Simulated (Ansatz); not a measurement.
Input for Ansatz (a program for electronic structure): R-PBE/def2-TZVPP on F4Ti (SMILES [F][Ti]([F])([F])[F]).

Ansatz 0.2 input:
```yaml
crystal:
  periodic: [false, false, false]
  atoms:
    - {symbol: F, position_ang: [1.70073050, -0.38993624, -0.14401569]}
    - {symbol: Ti, position_ang: [-0.00002053, 0.00001968, -0.00000168]}
    - {symbol: F, position_ang: [-0.24228506, 1.69635913, -0.35931238]}
    - {symbol: F, position_ang: [-0.53911615, -0.33362952, 1.63199508]}
    - {symbol: F, position_ang: [-0.91940875, -0.97271306, -1.12866534]}
basis:
  gaussian:
    orbitals: def2-TZVPP
hamiltonian:
  xc: {name: PBE}
scf: {lower_state_search: off}
```

Q: What total energy does the run end on?

A: -1248.7547 hartree.
